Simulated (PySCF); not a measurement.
Point-charge models of `CSc1ccncc1` against its computed dipole.

Coordinates (GFN2-xTB, Å) and charges (e) from the PBE0/pcSseg-1 density (PySCF):

```json
{"atom": "C1", "x": "2.721", "y": "0.273", "z": "-0.157", "Mulliken": "-0.4042", "IAO": "-0.5084", "Hirshfeld": "-0.1123", "ESP-fitted": "-0.4501"}
{"atom": "S2", "x": "1.636", "y": "-1.177", "z": "-0.293", "Mulliken": "+0.1075", "IAO": "+0.1719", "Hirshfeld": "+0.0343", "ESP-fitted": "-0.1558"}
{"atom": "C3", "x": "0.020", "y": "-0.515", "z": "-0.077", "Mulliken": "-0.2610", "IAO": "-0.0811", "Hirshfeld": "-0.0063", "ESP-fitted": "+0.4547"}
{"atom": "C4", "x": "-1.049", "y": "-1.408", "z": "-0.152", "Mulliken": "-0.1115", "IAO": "-0.1969", "Hirshfeld": "-0.0675", "ESP-fitted": "-0.7380"}
{"atom": "C5", "x": "-2.330", "y": "-0.918", "z": "0.016", "Mulliken": "+0.1701", "IAO": "-0.0056", "Hirshfeld": "+0.0170", "ESP-fitted": "+0.6013"}
{"atom": "N6", "x": "-2.605", "y": "0.358", "z": "0.240", "Mulliken": "-0.4183", "IAO": "-0.2921", "Hirshfeld": "-0.1733", "ESP-fitted": "-0.7057"}
{"atom": "C7", "x": "-1.589", "y": "1.197", "z": "0.305", "Mulliken": "+0.1772", "IAO": "-0.0013", "Hirshfeld": "+0.0169", "ESP-fitted": "+0.4152"}
{"atom": "C8", "x": "-0.261", "y": "0.826", "z": "0.159", "Mulliken": "-0.1374", "IAO": "-0.2132", "Hirshfeld": "-0.0713", "ESP-fitted": "-0.4648"}
{"atom": "H9", "x": "2.629", "y": "0.714", "z": "0.831", "Mulliken": "+0.1620", "IAO": "+0.1604", "Hirshfeld": "+0.0497", "ESP-fitted": "+0.1595"}
{"atom": "H10", "x": "3.730", "y": "-0.102", "z": "-0.301", "Mulliken": "+0.1665", "IAO": "+0.1769", "Hirshfeld": "+0.0598", "ESP-fitted": "+0.2269"}
{"atom": "H11", "x": "2.482", "y": "0.990", "z": "-0.937", "Mulliken": "+0.1618", "IAO": "+0.1607", "Hirshfeld": "+0.0497", "ESP-fitted": "+0.1592"}
{"atom": "H12", "x": "-0.869", "y": "-2.454", "z": "-0.339", "Mulliken": "+0.0917", "IAO": "+0.1616", "Hirshfeld": "+0.0514", "ESP-fitted": "+0.2659"}
{"atom": "H13", "x": "-3.185", "y": "-1.580", "z": "-0.032", "Mulliken": "+0.1051", "IAO": "+0.1584", "Hirshfeld": "+0.0529", "ESP-fitted": "+0.0098"}
{"atom": "H14", "x": "-1.847", "y": "2.233", "z": "0.485", "Mulliken": "+0.1021", "IAO": "+0.1561", "Hirshfeld": "+0.0513", "ESP-fitted": "+0.0493"}
{"atom": "H15", "x": "0.513", "y": "1.571", "z": "0.230", "Mulliken": "+0.0883", "IAO": "+0.1527", "Hirshfeld": "+0.0479", "ESP-fitted": "+0.1727"}
```

**Question.** Form Σ q r in debye for every column and set it beside the full dipole.

**Answer.** The full density gives (2.82, 0.62, -0.12) D, 2.89 D in size; dipole vectors point from the negative to the positive end.

```json
{"scheme": "Mulliken", "μx": "2.53", "μy": "0.39", "μz": "-0.13", "size (D)": "2.56", "share of the full size (%)": "89", "angle to the full dipole (°)": "4"}
{"scheme": "IAO", "μx": "2.69", "μy": "-0.49", "μz": "-0.28", "size (D)": "2.75", "share of the full size (%)": "95", "angle to the full dipole (°)": "23"}
{"scheme": "Hirshfeld", "μx": "2.01", "μy": "-0.15", "μz": "-0.17", "size (D)": "2.02", "share of the full size (%)": "70", "angle to the full dipole (°)": "17"}
{"scheme": "ESP-fitted", "μx": "2.88", "μy": "0.65", "μz": "-0.12", "size (D)": "2.95", "share of the full size (%)": "102", "angle to the full dipole (°)": "0"}
```

**Question.** Which set comes closest?

**Answer.** Length of the difference vector: ESP-fitted 0.06 D, Mulliken 0.37 D, Hirshfeld 1.12 D, IAO 1.13 D. Closest: ESP-fitted. The schemes that divide the density aren't constrained to reproduce the dipole.

**Question.** What is left for the Hirshfeld atoms' own dipoles?

**Answer.** The Hirshfeld atoms' densities add up to the full density, so μ = Σ q r + Σ (atomic dipoles). The atomic dipoles sum to (2.82, 0.62, -0.12) − (2.01, -0.15, -0.17) = (0.81, 0.77, 0.05) D, 1.12 D in size.

**Question.** With the origin at the mean of the coordinates, (0.000, 0.001, -0.001) Å, which are the largest single terms, by size, of the Hirshfeld dipole along the direction of the full one?

**Answer.** N6 +2.06, C1 -1.47, H10 +1.04, H13 -0.88, H9 +0.64 D; all 15 atoms together +1.94 D. The single terms depend on the origin, their sum doesn't.

**Question.** Give the size of the full dipole in other units.

**Answer.** 2.89 D = 1.138 au = 0.602 e·Å = 9.65 × 10⁻³⁰ C·m.

Isolated species at its GFN2-xTB geometry (one conformer only).

Shape of the structure used: `[CH3:1][S:2][c:3]1[cH:4][cH:5][n:6][cH:7][cH:8]1`: C1–S2–C3–C4 179°.
